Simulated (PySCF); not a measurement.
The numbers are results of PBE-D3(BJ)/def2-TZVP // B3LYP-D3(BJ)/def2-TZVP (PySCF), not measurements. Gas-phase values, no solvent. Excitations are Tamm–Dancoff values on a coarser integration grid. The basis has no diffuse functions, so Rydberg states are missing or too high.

Reference species (SMILES): `C1C[SiH2]1` (neutral, multiplicity 1).

```yaml
T1 excitation (TDA): 4.73 eV
HOMO–LUMO gap: 5.32 eV
dipole_moment: 0.21 D
```

After one change: the T1 excitation (TDA) decreases by 1.86 eV; the HOMO–LUMO gap falls by 1.56 eV; the dipole moment goes up by 1.38 D.

Name the change that produced these shifts. The new species is one of these.
(A) `CC=[SiH2]`
(B) `C=C[SiH3]`
(C) `C=[SiH]C`

C, `C=[SiH]C`
